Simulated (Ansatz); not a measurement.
Redistribution: C2H6O3Si + SiH(OH)2(SiH3) → C2H8O2Si2 + SiH(OH)3

Species: C2H6O3Si `C=C[Si](O)(O)O`, singlet; SiH(OH)2(SiH3), singlet; C2H8O2Si2 `C=C[Si](O)(O)[SiH3]`, singlet; SiH(OH)3, singlet. The partners trade OH for SiH3; both sit on Si, so the bond types are kept.

Shapes, held fixed at every level: PBE0-D4/def2-TZVP. Flexible molecules stand in one conformer, not always the lowest. Programs: Ansatz 0.2.0. Electronic energies: no zero-point or thermal term.

```tsv
level	kind	ΔE (kJ/mol)	less CCSD(T)/CBS estimate
HF/def2-TZVPP	Hartree–Fock	-1.2	+3.2
r2SCAN-D4/def2-TZVPP	meta-GGA	-4.0	+0.4
wB97M-V/def2-TZVPP	range-separated hybrid	-3.2	+1.2
B2PLYP/def2-TZVPP	double hybrid	-3.8	+0.6
MP2/def2-TZVPP	perturbation theory	-5.7	-1.3
CCSD(T)/def2-TZVPP	coupled cluster or CI	-3.7	+0.7
CCSD(T)/CBS estimate	coupled cluster or CI	-4.4	0.0
```

The highest level, CCSD(T)/CBS estimate, gives ΔE = -4.4 kJ/mol; the levels span -5.7 to -1.2. The column of differences is taken from that level and isn't an error. No measured value is set beside it here. The CBS estimate extrapolates MP2 from def2-TZVPP and def2-QZVPP and adds CCSD(T) − MP2 in the triple-zeta set, cores frozen.
